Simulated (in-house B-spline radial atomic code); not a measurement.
Orbital energies and mean radii along the 7-electron series, configuration 1s2 2s2 2p1/2(2) 2p3/2(1). The effective charge is n√(-2ε), a non-relativistic measure. Computed with a radial B-spline atomic code at the basis-set limit: Dirac-Hartree-Fock, jj configuration that fills j = l - 1/2 first, finite nuclei.

| ion | Z | energy of 1s1/2 (Eh) | mean radius of 1s1/2 (bohr) | energy of 2p3/2 (Eh) | mean radius of 2p3/2 (bohr) | energy of 2p1/2 (Eh) | mean radius of 2p1/2 (bohr) | energy of 2s1/2 (Eh) | mean radius of 2s1/2 (bohr) | effective charge of 1s1/2 |
| --- | --- | --- | --- | --- | --- | --- | --- | --- | --- | --- |
| Yb63+ | 70 | -2501.95 | 0.019606 | -542.7 | 0.073166 | -583.89 | 0.066286 | -594.8 | 0.080196 | 70.738 |
| Lu64+ | 71 | ? | ? | ? | ? | ? | ? | ? | ? | ? |
| Hf65+ | 72 | -2662.88 | 0.018936 | -576.79 | 0.07094 | -623.66 | 0.063837 | -635.06 | 0.07737 | 72.978 |
| Ta66+ | 73 | -2745.72 | 0.018613 | -594.25 | 0.069874 | -644.17 | 0.062657 | -655.84 | 0.07601 | 74.104 |
| W67+ | 74 | -2830.16 | 0.018298 | -611.98 | 0.068838 | -665.12 | 0.061507 | -677.05 | 0.074683 | 75.235 |
| Re68+ | 75 | -2916.24 | 0.017989 | -629.97 | 0.067829 | -686.52 | 0.060383 | -698.71 | 0.073388 | 76.371 |
| Os69+ | 76 | -3003.97 | 0.017688 | -648.24 | 0.066847 | -708.36 | 0.059286 | -720.83 | 0.072123 | 77.511 |
| Ir70+ | 77 | -3093.4 | 0.017394 | -666.79 | 0.065891 | -730.66 | 0.058213 | -743.41 | 0.070888 | 78.656 |
| Pt71+ | 78 | ? | ? | ? | ? | ? | ? | ? | ? | ? |
| Au72+ | 79 | -3277.43 | 0.016824 | -704.7 | 0.064053 | -776.68 | 0.056139 | -789.99 | 0.068501 | 80.962 |
| Hg73+ | 80 | ? | ? | ? | ? | ? | ? | ? | ? | ? |
| Tl74+ | 81 | -3468.55 | 0.016279 | -743.72 | 0.062306 | -824.65 | 0.054153 | -838.54 | 0.066217 | 83.289 |

(1) Fill in the row of Lu64+.

(2) Fill in the row of Pt71+.

(3) Fill in the row of Hg73+.

(4) How does the screening of 1s1/2 change?

Results:

(1) energy of 1s1/2 (Eh): -2581.63; mean radius of 1s1/2 (bohr): 0.019267; energy of 2p3/2 (Eh): -559.61; mean radius of 2p3/2 (bohr): 0.072037; energy of 2p1/2 (Eh): -603.56; mean radius of 2p1/2 (bohr): 0.065046; energy of 2s1/2 (Eh): -614.72; mean radius of 2s1/2 (bohr): 0.078765; effective charge of 1s1/2: 71.856.

(2) energy of 1s1/2 (Eh): -3184.54; mean radius of 1s1/2 (bohr): 0.017106; energy of 2p3/2 (Eh): -685.61; mean radius of 2p3/2 (bohr): 0.06496; energy of 2p1/2 (Eh): -753.43; mean radius of 2p1/2 (bohr): 0.057165; energy of 2s1/2 (Eh): -766.46; mean radius of 2s1/2 (bohr): 0.069681; effective charge of 1s1/2: 79.806.

(3) energy of 1s1/2 (Eh): -3372.08; mean radius of 1s1/2 (bohr): 0.016549; energy of 2p3/2 (Eh): -724.07; mean radius of 2p3/2 (bohr): 0.063169; energy of 2p1/2 (Eh): -800.42; mean radius of 2p1/2 (bohr): 0.055135; energy of 2s1/2 (Eh): -814.01; mean radius of 2s1/2 (bohr): 0.067346; effective charge of 1s1/2: 82.123.

(4) Z less the effective charge goes from -0.74 at Z = 70 to -2.29 at Z = 81.
